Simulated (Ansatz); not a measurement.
GeH2Me(OMe) (C2H8GeO). Charge 0, multiplicity 1. Geometry PBE-D4/def2-SVP, basis def2-TZVP, Ansatz.

```tsv
run	HOMO (eV)	LUMO (eV)
A	-6.02	-0.22
B	-6.34	0.14
C	-5.94	-0.13
D	-11.47	3.54
E	-7.57	0.65
F	-10.03	2.64
```

**Question.** The runs used BLYP, HF, PBE, PBE0, r2SCAN, ωB97X-V. Estimate which is which.

**Answer.** A PBE (0 % exact exchange); B r2SCAN (0 % exact exchange); C BLYP (0 % exact exchange); D HF (100 % exact exchange); E PBE0 (25 % exact exchange); F ωB97X-V (range-separated). Exact exchange lowers occupied and raises empty levels; among semilocal functionals meta-GGAs tend to open the gap a little, and such runs are hard to tell apart. The gap grows from 5.79 eV (PBE) to 15.02 eV (HF).
